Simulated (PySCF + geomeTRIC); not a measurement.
Caution, from a PySCF single point (TPSSh-D3(BJ)/def2-TZVP) at this geometry: the restricted solution is unstable towards spin-unrestricted or complex orbitals, so a lower solution exists and this singlet may not be the ground state.  The multiplicity is imposed and other spin states were not computed.

Level of theory: PySCF + geomeTRIC with TPSS-D3(BJ)/def2-SVP. fastk is a local helper that only speeds up exchange builds. No frequencies were computed at this level.

```python
import json, numpy as np
from pyscf import gto, dft
from fastk import lowrank_exchange
atoms = """
Rh     0.000026     0.000110    -0.000041
F      1.451235    -0.626955    -0.758897
F     -1.512293     0.025918    -0.887343
F      0.061032     0.600928     1.646281
"""
def scf(charge, spin, dm0=None):
    mol = gto.M(atom=atoms, basis='def2-svp', ecp={'Rh': 'def2-svp'}, charge=charge, spin=spin, verbose=3, max_memory=5040)
    mf = dft.KS(mol, xc='tpss').density_fit(auxbasis="def2-universal-jkfit")
    mf.disp = 'd3bj'
    mf.grids.level = 3
    mf.conv_tol = 1e-8
    mf.max_cycle = 120
    mf.level_shift = 0.25
    mf.kernel(dm0)
    if not mf.converged:
        mf = mf.newton().run(mf.mo_coeff, mf.mo_occ).undo_soscf()
    return mf
mf = scf(0, 0)
from pyscf.geomopt.geometric_solver import kernel as optimize
path = []
done, mol = optimize(mf, maxsteps=120, assert_convergence=False, callback=lambda env: path.append((env["energy"], bool(env["g_scanner"].converged))))
res = dict(converged=bool(done and path[-1][1]), energy=path[-1][0], path=[e for e, c in path], xyz=mol.atom_coords(unit="Angstrom").tolist(), nao=mol.nao)
json.dump(res, open("result.json", "w"))
```

Output:

```
converged SCF energy = -409.774357783476
Geometry optimization cycle 1
converged SCF energy = -409.774357779122
cycle 1: E = -409.774357779  dE = -409.774  norm(grad) = 0.0767349
Geometry optimization cycle 2
converged SCF energy = -409.781585774086
cycle 2: E = -409.781585774  dE = -0.00722799  norm(grad) = 0.0136348
Geometry optimization cycle 3
converged SCF energy = -409.78224577595
cycle 3: E = -409.782245776  dE = -0.000660002  norm(grad) = 0.00915549
Geometry optimization cycle 4
converged SCF energy = -409.788191864641
cycle 4: E = -409.788191865  dE = -0.00594609  norm(grad) = 0.020815
Geometry optimization cycle 5
converged SCF energy = -409.78923211176
cycle 5: E = -409.789232112  dE = -0.00104025  norm(grad) = 0.0122929
Geometry optimization cycle 6
converged SCF energy = -409.789272690411
cycle 6: E = -409.78927269  dE = -4.05787e-05  norm(grad) = 0.0187059
Geometry optimization cycle 7
converged SCF energy = -409.790001107679
cycle 7: E = -409.790001108  dE = -0.000728417  norm(grad) = 0.00594492
Geometry optimization cycle 8
converged SCF energy = -409.790228669316
cycle 8: E = -409.790228669  dE = -0.000227562  norm(grad) = 0.00329474
Geometry optimization cycle 9
converged SCF energy = -409.790364482802
cycle 9: E = -409.790364483  dE = -0.000135813  norm(grad) = 0.00244691
Geometry optimization cycle 10
converged SCF energy = -409.790382122908
cycle 10: E = -409.790382123  dE = -1.76401e-05  norm(grad) = 0.000403249
Geometry optimization cycle 11
converged SCF energy = -409.790385853682
cycle 11: E = -409.790385854  dE = -3.73077e-06  norm(grad) = 0.000577484
Geometry optimization cycle 12
converged SCF energy = -409.788930626885
cycle 12: E = -409.788930627  dE = 0.00145523  norm(grad) = 0.0254252
Geometry optimization cycle 13
converged SCF energy = -409.790007872699
cycle 13: E = -409.790007873  dE = -0.00107725  norm(grad) = 0.0133131
Geometry optimization cycle 14
converged SCF energy = -409.790263014504
cycle 14: E = -409.790263015  dE = -0.000255142  norm(grad) = 0.00739722
Geometry optimization cycle 15
converged SCF energy = -409.790394786317
cycle 15: E = -409.790394786  dE = -0.000131772  norm(grad) = 0.00329428
Geometry optimization cycle 16
converged SCF energy = -409.790406103744
cycle 16: E = -409.790406104  dE = -1.13174e-05  norm(grad) = 0.000605804
Geometry optimization cycle 17
converged SCF energy = -409.790410744041
cycle 17: E = -409.790410744  dE = -4.6403e-06  norm(grad) = 0.000440085
Geometry optimization cycle 18
converged SCF energy = -409.790411607274
cycle 18: E = -409.790411607  dE = -8.63234e-07  norm(grad) = 0.000426182
<class 'geometric.internal.Distance'> : 3
<class 'geometric.internal.Angle'> : 2
<class 'geometric.internal.OutOfPlane'> : 1
<class 'geometric.internal.TranslationX'> : 1
<class 'geometric.internal.TranslationY'> : 1
<class 'geometric.internal.TranslationZ'> : 1
<class 'geometric.internal.RotationA'> : 1
<class 'geometric.internal.RotationB'> : 1
<class 'geometric.internal.RotationC'> : 1
Step    0 : Gradient = 3.837e-02/4.445e-02 (rms/max) Energy = -409.7743577791
Step    1 : Displace = 6.740e-02/7.845e-02 (rms/max) Trust = 1.000e-01 (=) Grad = 6.817e-03/8.069e-03 (rms/max) E (change) = -409.7815857741 (-7.228e-03) Quality = 0.739
Step    2 : Displace = 1.965e-02/2.905e-02 (rms/max) Trust = 1.000e-01 (=) Grad = 4.578e-03/7.682e-03 (rms/max) E (change) = -409.7822457760 (-6.600e-04) Quality = 2.162
Step    3 : Displace = 1.325e-01/2.075e-01 (rms/max) Trust = 1.414e-01 (+) Grad = 1.041e-02/1.304e-02 (rms/max) E (change) = -409.7881918646 (-5.946e-03) Quality = 2.980
Step    4 : Displace = 9.141e-02/1.153e-01 (rms/max) Trust = 2.000e-01 (+) Grad = 6.146e-03/7.562e-03 (rms/max) E (change) = -409.7892321118 (-1.040e-03) Quality = 0.570
Step    5 : Displace = 8.089e-02/1.072e-01 (rms/max) Trust = 2.000e-01 (=) Grad = 9.353e-03/1.151e-02 (rms/max) E (change) = -409.7892726904 (-4.058e-05) Quality = 0.041
Step    6 : Displace = 2.145e-02/2.431e-02 (rms/max) Trust = 4.044e-02 (-) Grad = 2.972e-03/4.626e-03 (rms/max) E (change) = -409.7900011077 (-7.284e-04) Quality = 1.251
Step    7 : Displace = 2.125e-02/2.968e-02 (rms/max) Trust = 5.720e-02 (+) Grad = 1.647e-03/2.500e-03 (rms/max) E (change) = -409.7902286693 (-2.276e-04) Quality = 1.269
Step    8 : Displace = 3.427e-02/3.900e-02 (rms/max) Trust = 8.089e-02 (+) Grad = 1.223e-03/1.282e-03 (rms/max) E (change) = -409.7903644828 (-1.358e-04) Quality = 1.173
Step    9 : Displace = 1.510e-02/1.725e-02 (rms/max) Trust = 1.144e-01 (+) Grad = 2.016e-04/2.671e-04 (rms/max) E (change) = -409.7903821229 (-1.764e-05) Quality = 0.654
Step   10 : Displace = 1.221e-03/1.492e-03 (rms/max) Trust = 1.144e-01 (=) Grad = 2.887e-04/3.734e-04 (rms/max) E (change) = -409.7903858537 (-3.731e-06) Quality = 0.877
Step   11 : Displace = 7.808e-02/9.600e-02 (rms/max) Trust = 1.618e-01 (+) Grad = 1.271e-02/1.424e-02 (rms/max) E (change) = -409.7889306269 (+1.455e-03) Quality = -3.981
Step   12 : Displace = 3.697e-02/4.456e-02 (rms/max) Trust = 3.904e-02 (x) Grad = 6.656e-03/7.631e-03 (rms/max) E (change) = -409.7900078727 (+3.780e-04) Quality = -1.377
Step   13 : Displace = 1.864e-02/2.198e-02 (rms/max) Trust = 1.849e-02 (x) Grad = 3.695e-03/4.251e-03 (rms/max) E (change) = -409.7902630145 (+1.228e-04) Quality = -0.726
Step   14 : Displace = 9.635e-03/1.086e-02 (rms/max) Trust = 9.244e-03 (-) Grad = 1.636e-03/1.817e-03 (rms/max) E (change) = -409.7903947863 (-1.318e-04) Quality = 2.051
Step   15 : Displace = 1.387e-02/1.776e-02 (rms/max) Trust = 1.307e-02 (+) Grad = 2.105e-04/2.667e-04 (rms/max) E (change) = -409.7904061037 (-1.132e-05) Quality = 0.381
Step   16 : Displace = 4.715e-03/5.640e-03 (rms/max) Trust = 1.307e-02 (=) Grad = 9.801e-05/1.411e-04 (rms/max) E (change) = -409.7904107440 (-4.640e-06) Quality = 2.409
Step   17 : Displace = 6.971e-04/7.948e-04 (rms/max) Trust = 1.849e-02 (+) Grad = 3.997e-05/5.935e-05 (rms/max) E (change) = -409.7904116073 (-8.632e-07) Quality = 6.773
Converged! =D
```

Cost: about 8 core-minutes (a rough figure).
